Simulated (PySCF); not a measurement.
## Which determinant of MgTl lies lowest?

Unrestricted PBE0; basis Mg def2-SVPD, Tl def2-SVPD with ECP60; scalar-relativistic core potentials; PySCF 2.14. Outer shells of the fragments: Mg 3s2; Tl 5d10 6s2 6p1.

Followed along the bond (rough minima from three points):

```csv
2Ms+1,unpaired,⟨S²⟩ at the start,R at minimum (Å),Te (eV)
2,π ↑,0.76,3.05,0.00
2,σ ↑,0.76,3.42,0.14
4,"σ ↑↑, π ↑",3.75,2.96,1.61
4,"σ ↑, π ↑↑",3.75,none in the scan,≤ 1.65
```

Solutions found at the starting distance of 2.785 Å, counted from the lowest of them; the search is not exhaustive and high or unbound solutions are not listed, so other states can lie among these:

```
2Ms+1   unpaired   term  E (eV)  ⟨S²⟩  ⟨Lz²⟩  μ (D)
    2        π ↑     ²Π    0.00  0.76   1.00  -0.68
    2        σ ↑    ²Σ⁺    0.42  0.76   0.00   1.65
    4  σ ↑↑, π ↑     ⁴Π    1.57  3.75   1.00  -0.35
    4  σ ↑, π ↑↑    ⁴Σ⁻    1.59  3.75   0.00  -1.68
    2  σ ↑↑, π ↓  mixed    1.98  1.76   1.00  -0.92
    2  σ ↑, π ↑↓  mixed    2.02  1.75   2.01  -1.85
    2  σ ↓, π ↑↑  mixed    2.15  1.76   0.00  -2.41
    2        σ ↑  mixed    2.44  0.96   2.00  -1.44
    4  σ ↑, π ↑↑  mixed    3.25  3.75   2.01   0.19
    4      σ ↑↑↑    ⁴Σ⁺    4.67  3.75   0.00  -3.27
```

A term symbol is given only where ⟨S²⟩ and ⟨Lz²⟩ are close to those of a pure state; real π, δ and φ orbitals otherwise mix terms. A positive dipole means Mg(−)Tl(+).

Compare the gap between the two lowest followed solutions at the starting distance with the gap between their minima.

At PBE0 the second solution (doublet, unpaired electrons σ ↑) lies +0.42 eV from the first (doublet, unpaired electrons π ↑) at 2.785 Å and +0.14 eV at the minima; the two curves relax by different amounts, since their minima lie near 3.42 and 3.05 Å.

These are scalar-relativistic numbers at best; spin–orbit coupling would shift them, the dissociation energy most. Counting both spins, an empty level lies below a filled one in some of these solutions, because spin and occupation are held.
